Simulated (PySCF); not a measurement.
**A survey of ²⁹Si NMR shifts**

Method: shieldings: GIAO PBE0/pcSseg-1, coordinates at the GFN2-xTB level, in PySCF (averaged over atoms made equivalent by symmetry, fast rotation or ring inversion, non-relativistic Hamiltonian, a single conformation, no solvent model).

Shieldings were converted by a linear fit to measured shifts: ²⁹Si (scatter 8.9 ppm rms, 25.8 ppm with the 6 outliers that the fit left out vs TMS, solution or neat liquid). Occasional misses reach two or three times the rms, and more in compound classes unlike the fitted ones.

Q: Give the ²⁹Si shifts of `CC[Si@H]1S[SiH2]CCN1C`, `C=CSC[SiH]([SiH3])[SiH3]`, `C=C[SiH2][SiH2][SiH2]SC`.

A: 
```tsv
compound	environment	δ (ppm)
[CH3:1][CH2:2][Si@H:3]1[S:4][SiH2:5][CH2:6][CH2:7][N:8]1[CH3:9]	Si3: silicon bonded to C, N, S, H, in a 6-membered ring	-11.2
[CH3:1][CH2:2][Si@H:3]1[S:4][SiH2:5][CH2:6][CH2:7][N:8]1[CH3:9]	Si5: silicon bonded to C, S, 2 H, in a 6-membered ring	-32.9
[CH2:1]=[CH:2][S:3][CH2:4][SiH:5]([SiH3:6])[SiH3:7]	Si5: silicon bonded to C, 2 Si, H	-78.3
[CH2:1]=[CH:2][S:3][CH2:4][SiH:5]([SiH3:6])[SiH3:7]	Si6/7: silicon bonded to Si, 3 H (×2)	-100.7
[CH2:1]=[CH:2][SiH2:3][SiH2:4][SiH2:5][S:6][CH3:7]	Si5: silicon bonded to S, Si, 2 H	-42.5
[CH2:1]=[CH:2][SiH2:3][SiH2:4][SiH2:5][S:6][CH3:7]	Si3: silicon bonded to C, Si, 2 H	-67.2
[CH2:1]=[CH:2][SiH2:3][SiH2:4][SiH2:5][S:6][CH3:7]	Si4: silicon bonded to 2 Si, 2 H	-115.8
```

Q: Order these by ²⁹Si shift, lowest first.
A. NC[SiH2]O
B. CC[Si@@H](Cl)SCC(C)C
C. C[C@@]([SiH3])(Cl)CO

A: C (-50.3 ppm, silicon bonded to C, 3 H), A (-27.4 ppm, silicon bonded to C, O, 2 H), B (7.3 ppm, silicon bonded to C, Cl, S, H).
